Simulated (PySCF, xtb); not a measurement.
SiCl2I2, SMILES Cl[Si](I)(I)Cl.

Harmonic wavenumbers (cm⁻¹) from GFN2-xTB in xtb at its own minimum, in rising order: 72, 92, 132, 133, 137, 284, 449, 517, 540.

### Question
What does PySCF with PBE-D3(BJ)/def2-SVP give at its own minimum? (An estimate is asked for; the answer gives what the named calculation found.)

### Answer
76, 100, 140, 148, 150, 265, 423, 538, 589. Paired by order, the mean absolute difference is 18 cm⁻¹ and the zero-point energies are 3.4 and 3.5 kcal/mol.
